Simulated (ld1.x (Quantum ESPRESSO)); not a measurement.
An all-electron radial function and its pseudo partner (zinc (Zn))

Columns: radius, all-electron u(r) and pseudo u(r) of the 4s shell (level -35.28 eV) of zinc in the configuration [Ne] 3s2 3p6 3d9 4s0 4p0; PBEsol, scalar-relativistic, TM scheme, ld1.x (Quantum ESPRESSO) 7.5.

```json
{"r (bohr)": "0.080", "all-electron": "-0.0717", "pseudo": "-0.0189"}
{"r (bohr)": "0.160", "all-electron": "-0.2392", "pseudo": "-0.0382"}
{"r (bohr)": "0.240", "all-electron": "-0.0855", "pseudo": "-0.0586"}
{"r (bohr)": "0.320", "all-electron": "0.1468", "pseudo": "-0.0805"}
{"r (bohr)": "0.400", "all-electron": "0.3174", "pseudo": "-0.1045"}
{"r (bohr)": "0.480", "all-electron": "0.3895", "pseudo": "-0.1313"}
{"r (bohr)": "0.560", "all-electron": "0.3744", "pseudo": "-0.1614"}
{"r (bohr)": "0.640", "all-electron": "0.2972", "pseudo": "-0.1955"}
{"r (bohr)": "0.720", "all-electron": "0.1828", "pseudo": "-0.2343"}
{"r (bohr)": "0.800", "all-electron": "0.0506", "pseudo": "-0.2783"}
{"r (bohr)": "0.880", "all-electron": "-0.0858", "pseudo": "-0.3277"}
{"r (bohr)": "0.960", "all-electron": "-0.2173", "pseudo": "-0.3823"}
{"r (bohr)": "1.040", "all-electron": "-0.3385", "pseudo": "-0.4415"}
{"r (bohr)": "1.120", "all-electron": "-0.4461", "pseudo": "-0.5038"}
{"r (bohr)": "1.200", "all-electron": "-0.5387", "pseudo": "-0.5666"}
{"r (bohr)": "1.280", "all-electron": "-0.6160", "pseudo": "-0.6270"}
{"r (bohr)": "1.360", "all-electron": "-0.6784", "pseudo": "-0.6815"}
{"r (bohr)": "1.440", "all-electron": "-0.7266", "pseudo": "-0.7271"}
{"r (bohr)": "1.520", "all-electron": "-0.7619", "pseudo": "-0.7619"}
{"r (bohr)": "1.600", "all-electron": "-0.7855", "pseudo": "-0.7855"}
{"r (bohr)": "1.680", "all-electron": "-0.7988", "pseudo": "-0.7988"}
{"r (bohr)": "1.760", "all-electron": "-0.8031", "pseudo": "-0.8031"}
{"r (bohr)": "1.840", "all-electron": "-0.7996", "pseudo": "-0.7996"}
{"r (bohr)": "1.920", "all-electron": "-0.7896", "pseudo": "-0.7896"}
{"r (bohr)": "2.000", "all-electron": "-0.7741", "pseudo": "-0.7741"}
{"r (bohr)": "2.080", "all-electron": "-0.7542", "pseudo": "-0.7542"}
```

Q: How many radial nodes do the two functions have?

A: The all-electron 4s function has n − l − 1 = 3 (the table is too coarse to show those close to the nucleus); the pseudo-wave has 0, since the states of the same l below it are removed with the core.

Q: At about which radius was the pseudo-wave matched?

A: 1.60 bohr. The columns agree to 0.0005 from 1.44 bohr on; several derivatives are matched, so the curves merge somewhat inside the radius.

Q: Where does each function peak?

A: Outermost all-electron maximum near 1.76 bohr, pseudo maximum near 1.76 bohr (to the table’s step).

Q: Is the pseudo-wave norm-conserving?

A: Yes: the TM scheme keeps the norm inside the radius equal to the all-electron one, which fixes the energy derivative of the logarithmic derivative at the level.
